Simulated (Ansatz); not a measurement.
The cluster Ag₂Au₄⁺. Charge 1, multiplicity 2. Geometry PBE-D4/def2-SVP, basis def2-TZVP, Ansatz.

```xyz
6

Au   -0.222    2.782    0.838
Au    0.670   -2.083   -1.272
Au    0.201    0.389   -0.179
Au    1.804    0.094   -2.329
Ag   -1.440    0.696    2.030
Ag   -1.014   -1.877    0.912
```

| run | HOMO (eV) | LUMO (eV) |
| --- | --- | --- |
| A | -9.88 | -8.37 |
| B | -9.50 | -9.25 |
| C | -9.51 | -9.06 |
| D | -9.68 | -8.74 |
| E | -9.41 | -9.22 |

In the def2 sets Ag, Au take a core potential; there is no spin–orbit coupling. No other spin state of charge 1 was run. Another isomer (doublet) lies 0.17 eV lower at PBE0-D4/def2-TZVP; other spin states weren't run for this one.

HOMO and LUMO are taken over both spins.

Q: The runs used BLYP, PBE, PBE0, r2SCAN, r2SCANh. Estimate which is which.

A: A PBE0 (25 % exact exchange); B PBE (0 % exact exchange); C r2SCAN (0 % exact exchange); D r2SCANh (10 % exact exchange); E BLYP (0 % exact exchange). Exact exchange lowers occupied and raises empty levels; among semilocal functionals meta-GGAs tend to open the gap a little, and such runs are hard to tell apart. The gap grows from 0.19 eV (BLYP) to 1.51 eV (PBE0).
